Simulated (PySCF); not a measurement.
CH3OS, SMILES C[S]=O (connectivity only; charge and spin as stated), charge -1, multiplicity 1. Atoms are numbered in the order given.

```xyz
6

C      0.3379     1.4067     0.0000
S     -0.5453    -0.2070     0.0000
O      0.6447    -1.2931     0.0000
H      0.9767     1.5000     0.8959
H     -0.4144     2.2156     0.0000
H      0.9767     1.5000    -0.8959
```
Charge -1, spin multiplicity 1.

The structure is a stationary point at B3LYP-D3(BJ)/def2-SVPD. The spin state was assumed, not searched. The isomer is the one that the SMILES or the coordinates give; other isomers of the formula were not compared.

Calculation: B3LYP-D3(BJ)/def2-SVPD in PySCF.

Frequencies are harmonic and unscaled.

```tsv
mode	ν (cm⁻¹)	IR (km/mol)	moving atoms (share of kinetic energy)
1	211	0.0	H 89 %
2	286	3.3	O 41 %, H 22 %, C 19 %, S 18 %
3	632	10.1	C 52 %, S 30 %, H 17 %
4	836	149.9	O 64 %, S 25 %, H 8 %
5	905	6.6	H 84 %, C 14 %
6	922	18.0	H 60 %, C 20 %, S 14 %
7	1247	3.7	H 84 %, C 16 %
8	1390	0.9	H 95 %
9	1439	7.0	H 95 %
10	2955	131.7	H 98 %
11	3024	37.5	H 90 %, C 10 %
12	3055	63.1	H 91 %, C 9 %
```
